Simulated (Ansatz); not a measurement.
Frontier orbitals of CH7OSbSi (`C[O][SbH][SiH3]`).

Cartesian coordinates in Å:
```
C 0.7491 -1.7656 1.2317
O -0.0675 -0.9455 0.4355
Sb -0.0950 0.9878 0.8663
Si -1.0953 1.5187 -1.4514
H 1.8177 -1.5714 1.0635
H 0.5473 -1.6516 2.3065
H 0.5471 -2.8057 0.9606
H 1.4847 1.3249 0.2600
H -0.3624 0.7925 -2.5185
H -2.5293 1.1298 -1.4725
H -0.9964 2.9862 -1.6816
```

Total charge 0; spin multiplicity 1. Correlated methods include outer-core shells of Sb, which these sets cover unevenly. Sb takes the def2 core potential. The geometry is a stationary point of PBE0-D4/def2-TZVP. It is one conformer, not always the lowest. Basis def2-TZVPP, Ansatz.

Orbital energies of one run (eV). Highest occupied ones, from the top: -7.80, -9.19, -9.78, -10.21, -11.21, -11.33, -13.40, -13.82, -14.07, -16.10, -17.87, -20.93, -30.42, -38.93. Empty: -0.43, 0.43, 1.09, 1.88, 2.16, 2.52.

Question: Which functional gave them?
A. r2SCAN0
B. revPBE
C. LDA (SPW92)
D. BHLYP

Answer: D. HOMO energies: BHLYP -7.80, LDA (SPW92) -5.81, r2SCAN0 -7.01, revPBE -5.63 eV.
